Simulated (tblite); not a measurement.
Species: C5H8GeO2Se.
Atom-mapped SMILES: `[O:1]=[CH:2][GeH2:3][C@H:4]1[CH:5]=[CH:6][O:7][CH2:8][Se:9]1` (hydrogens: H10 on C2; H11, H12 on Ge3; H13 on C4; H14 on C5; H15 on C6; H16, H17 on C8)

Computed with GFN2-xTB (tblite), gas phase: L-BFGS steps from a force-field or distance-geometry start until the largest atomic force falls under 0.01 eV/Å.

Geometry at step 123:
```
atom  x, y, z in Å
O1     -3.8046   -0.8662    0.7025
C2     -3.0245   -0.1705    0.1231
Ge3    -1.4665   -0.7596   -1.0035
C4     -0.1277    0.6629   -0.4783
C5      0.2055    0.4826    0.9637
C6      1.4064    0.3168    1.5220
O7      2.6191    0.2583    0.9022
C8      2.6209   -0.0966   -0.4340
Se9     1.4774    1.0798   -1.5615
H10    -3.1298    0.9354    0.1547
H11    -1.7601   -0.7261   -2.4875
H12    -1.0391   -2.1557   -0.6597
H13    -0.7290    1.5751   -0.6178
H14    -0.6573    0.4230    1.6180
H15     1.5254    0.1964    2.5923
H16     2.2118   -1.0977   -0.6117
H17     3.6652   -0.0459   -0.7343
```

**Question.** What forces act on the atoms?

**Answer.** 
| atom | Fx (eV/Å) | Fy (eV/Å) | Fz (eV/Å) |
| --- | --- | --- | --- |
| O1 | 0.147 | -0.051 | 0.021 |
| C2 | -0.148 | -0.003 | -0.258 |
| Ge3 | 0.163 | -0.061 | -0.038 |
| C4 | -0.046 | 0.114 | 0.033 |
| C5 | 0.248 | -0.149 | 0.003 |
| C6 | -0.222 | -0.099 | -0.089 |
| O7 | -0.230 | 0.003 | -0.037 |
| C8 | -0.083 | 0.028 | 0.126 |
| Se9 | 0.098 | -0.100 | 0.101 |
| H10 | -0.034 | 0.076 | 0.086 |
| H11 | -0.001 | 0.055 | 0.125 |
| H12 | 0.049 | -0.097 | -0.005 |
| H13 | 0.080 | 0.049 | 0.169 |
| H14 | 0.023 | 0.184 | 0.021 |
| H15 | -0.041 | 0.079 | -0.074 |
| H16 | 0.009 | -0.108 | 0.156 |
| H17 | -0.012 | 0.080 | -0.341 |

The largest, 0.35 eV/Å, acts on H17; the rms over all components is 0.118 eV/Å. The forces sum to zero within rounding, as they must for an isolated molecule in no field.

**Question.** Give the force on H17 in Eh/bohr and in nN.

**Answer.** 0.350 eV/Å ÷ 51.422 = 0.00682 Eh/bohr, and 0.350 eV/Å × 1.602 = 0.56 nN.

**Question.** How far is this geometry from the end of the optimisation?

**Answer.** 0.193 eV above it, and 0.591 Å rms away after alignment. The bonds farthest from their final lengths, with half the difference of the two atoms' forces along the bond (positive lengthens):

```
   bond  now (Å)  final (Å)  force along bond (eV/Å)
 C8–Se9    1.991      1.979                    -0.08
 C4–H13    1.101      1.094                    -0.07
 C2–Ge3    2.011      2.004                    +0.07
  C4–C5    1.491      1.485                    +0.03
 C4–Se9    1.981      1.975                    +0.02
Ge3–H11    1.513      1.508                    -0.06
```

The angle farthest from its final value is Ge3–C4–Se9, 122.8° against 110.3°.

What follows is the cost of the whole relaxation. Time: 2.0 s. Hardware: an Arm Neoverse V2 with one thread, shared host with 96 logical CPUs at a one-minute load of 57.
